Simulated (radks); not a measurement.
Task: Radial electron density D(r) = 4 pi r^2 rho(r) of an atom or ion with 50.4 electrons. Method: Dirac Kohn-Sham, PBE, spin-unpolarised, spherical densities, point nucleus; computed with a radial shooting solver on a logarithmic mesh with Libxc functionals.

r (bohr),D(r) (e/bohr)
0.002271,5.466
0.003004,8.500
0.004007,13.04
0.005345,19.34
0.007072,27.14
0.009432,36.25
0.01248,44.64
0.01664,50.45
0.02202,51.70
0.02937,50.09
0.03918,52.05
0.05184,63.79
0.06914,81.49
0.09148,87.02
0.122,72.97
0.1627,62.35
0.2153,70.99
0.2872,68.47
0.38,40.32
0.5068,23.71
0.6759,27.46
0.8943,22.49
1.193,10.85
1.578,5.264
2.105,3.191
2.785,1.455
3.715,0.3448
4.955,0.03706
6.556,0.001552

What is the nuclear charge?

Result: Z = 52. The innermost maximum, from 1s, lies near gamma/Z bohr with gamma = sqrt(1 - (Z/c)^2) = 0.925, here 0.0178 bohr (found: 0.0207), and its height grows with Z. The density is that of the tellurium ion Te1.6+ in 1s1.4 2s2 2p6 3s2 3p6 3d10 4s2 4p6 4d10 5s2 5p3; the configuration itself is not fixed sharply by these data, and Z only to a few units. D(r) has 4 maxima, at r = 0.0207, 0.0858, 0.245, 0.709 bohr, and minima at 0.0318, 0.161, 0.519 bohr, inside which lie 1.26, 10.61, 28.41 electrons.
